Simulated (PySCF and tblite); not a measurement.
Results of a calculation; reference values are marked as such.
System: C₄H₇FSe, numbered as in [F:1][C@H:2]1[CH2:3][CH2:4][Se:5][CH2:6]1.

The path came from a restrained scan, a climbing-image band and a saddle search at GFN2-xTB; energies are PBE0/pcSseg-1 + D3(BJ), IEF-PCM dichloromethane//GFN2-xTB, thermal terms GFN2-xTB. Rates follow Eyring's equation with the number of equivalent paths and no tunnelling. Run with tblite and PySCF.

The barrier is low, and the GFN2-xTB saddle may lie off the DFT one, so take it as rough. Spin–orbit effects of heavy atoms on shieldings are missing.

Task: What barrier does the inversion of the 5-membered ring (2–3–4–5–6) meet, and how fast is it at 298 K?

Result: The electronic barrier is 1.7 kcal/mol and ΔG‡(298 K) 1.9 kcal/mol, over a C1 saddle (between envelope and twist) with an imaginary mode of 81i cm⁻¹ (GFN2-xTB). With 1 equivalent path, k is 2.4×10¹¹ s⁻¹, a mean lifetime of the start of 4.2 ps against this motion. The end lies 1.4 kcal/mol below the start in free energy.
